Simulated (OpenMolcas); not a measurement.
A calculation on Ni⁷⁺.

```yaml
Program: OpenMolcas
Method: "SS-CASPT2, IPEA 0.25 Eh, imaginary shift 0.1 Eh (closed shells correlated: 3s 3p)"
Basis: ANO-RCC-VTZP [6s5p3d2f1g]
Scalar_Hamiltonian: DKH2, point nucleus
Active_space: 3 electrons in 5 orbitals (3d)
State_averaging: 2S+1 = 4 even, 10 roots; 2S+1 = 2 even, 40 roots kept (CI in the orbitals of an earlier block)
Spin-orbit_coupling: state interaction with AMFI integrals over the reference wave functions, term energies averaged over their components
```

Task: Which level of the active space comes out lowest?

Result: 3d3 4F 3/2, with 100 % of that term; it is also the measured ground level.

Task: How high does 3d3 4F 5/2 lie?

Result: 990 cm-1 above the lowest level; measured 1012 cm-1 above the ground level, so the calculation is off by -2 %.

Task: How high does 3d3 2D 5/2(1) lie?

Result: 37570 cm-1 above the lowest level.

Task: How high does 3d3 4P 1/2 lie?

Result: 24340 cm-1 above the lowest level; measured 23261 cm-1 above the ground level, so the calculation is off by +5 %.

Task: The level at 34500 cm-1 has J = 3/2. What is it made of, and what is its g factor?

Result: 66 % 3d3 2D 3/2(1), 31 % 3d3 2P, 2 % 3d3 4P; g = 0.986, against 0.800 from Landé's formula for the pure leading term.

Measured values: Corliss and Sugar, J. Phys. Chem. Ref. Data 10, 197 (1981).

CASPT2 breaks the degeneracy within a term, and the mean is taken; among the terms shown or strongly mixed into the levels shown the widest spread is 570 cm-1 (3d3 4F). Terms from blocks run as CI alone lack orbitals of their own. The CASPT2 spread within a term exceeds the gap to the next term for 3d3 2D(1) and 3d3 2P, so the order of their levels is uncertain, and so are names and mixing where such terms share a J. Computed and measured levels are paired by configuration, term and J; levels that our copy of the source lacks, or whose pairing is in doubt (as where it misses far off the trend of its configuration), stay unpaired and out of the deviations. Only configurations of the active space appear.

A number in round brackets counts repeated terms of one configuration in the order of the reference energies.
